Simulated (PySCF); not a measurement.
# What a mistake does to a calculation on CGe2H7N

These are calculations, not measurements. The program is PySCF 2.14.0, an open-source quantum chemistry code, run on an isolated molecule that a program drew, which may never have been made. The molecule is CGe2H7N (charge 0, singlet), drawn as the SMILES string `[NH2][GeH]=[CH][GeH3]`.

Each row is a Hartree-Fock (HF) and frozen-core CCSD(T) single point in the cc-pVDZ basis, meant for a local HF minimum. Run 1 is clean. Each other run has one planted mistake out of seven kinds, and not every kind appears here: one electron removed, one electron added, multiplicity raised by two, geometry at a saddle point, minimal basis STO-3G, one bond length entered in bohr, all coordinates scaled. The reference is restricted for singlets and unrestricted otherwise, and also for a bond in bohr. Adding or removing an electron swaps singlet and doublet. Electrons count all cores. HOMO and LUMO are orbital energies over both spins, the gradient is its largest component, and the lowest frequency (negative if imaginary) is given only where the gradient is small. Bond lengths are over the 10 bonds as drawn. T1 is the CCSD diagnostic: over 0.02 (restricted) or 0.045 (unrestricted) a single reference is doubtful. Germanium has the cc-pVDZ-PP basis, with a core potential (ECP10MDF) in place of its 10 inner electrons, and its 3s, 3p and 3d shells are frozen in CCSD(T).

Geometry of the clean run:
```xyz
11
CGe2H7N, angstrom
N     0.3931   -1.8860    1.3160
Ge    0.1168   -0.3459    0.4208
C     0.4473    1.2786    1.0219
Ge    1.0871    1.7496    2.7729
H    -0.1872   -2.6706    1.0855
H     0.5538   -1.8378    2.3051
H    -0.4040   -0.6895   -0.9657
H     0.2842    2.0751    0.3023
H     0.1404    2.7314    3.4839
H     2.4771    2.4069    2.7360
H     1.1900    0.4815    3.6405
```

| run | electrons | basis functions | <S^2> | HOMO (eV) | LUMO (eV) | gradient (hartree/bohr) | lowest frequency (cm^-1) | mean bond (Å) | longest bond (Å) | T1 | HF (hartree) | CCSD(T) (hartree) | mistake |
|---|---|---|---|---|---|---|---|---|---|---|---|---|---|
| 1 | 84 | 109 | 0.000 | -8.05 | 2.68 | 1.2e-05 | 106 | 1.4717 | 1.923 | 0.0140 | -683.09117 | -683.66650 | no fault |
| 2 | 84 | 109 | 0.000 | -8.11 | 2.84 | 2.1e-02 | - | 1.4408 | 1.882 | 0.0133 | -683.08596 | -683.65612 | all coordinates scaled |
| 3 | 84 | 109 | 2.028 | -4.95 | 0.84 | 9.9e-02 | - | 1.4717 | 1.923 | 0.0178 | -683.00673 | -683.54803 | multiplicity raised by two |
| 4 | 83 | 109 | 0.762 | -15.89 | -5.55 | 9.2e-02 | - | 1.4717 | 1.923 | 0.0228 | -682.85275 | -683.38830 | one electron removed |
| 5 | 85 | 109 | 0.766 | 1.19 | 8.26 | 5.3e-02 | - | 1.4717 | 1.923 | 0.0144 | -683.01903 | -683.60193 | ? |
| 6 | 84 | 109 | 1.326 | -7.07 | 1.12 | 2.2e-02 | - | 1.6428 | 3.634 | 0.0422 | -682.98127 | -683.52213 | ? |

**Which mistake was planted in run 5, and what did it cost?**

It counts 85 electrons, one more than the clean run, at the same geometry and basis. So the mistake is: one electron added. Subtracting run 1 and multiplying by 627.51 kcal/mol a hartree, the energy moved by 45.3 kcal/mol in HF and 40.5 kcal/mol in CCSD(T).

**Which mistake was planted in run 6, and what did it cost?**

The mean bond changes by a factor of 1.116 and the longest by 1.890, so the molecule wasn't scaled as a whole. A length L in bohr read as angstrom grows by (1/0.5292 - 1) L = 0.890 L. The 10 bonds together grew by 10 x 0.1711 = 1.711 Å, which gives L = 1.923 Å. That is bond C3-Ge4, 1.923 Å in the clean geometry. So the mistake is: one bond length entered in bohr. Subtracting run 1 and multiplying by 627.51 kcal/mol a hartree, the energy moved by 69.0 kcal/mol in HF and 90.6 kcal/mol in CCSD(T).

Cautions from the logs. Run 5: the HOMO is above zero, so the electron isn't bound and the energy depends on the basis.
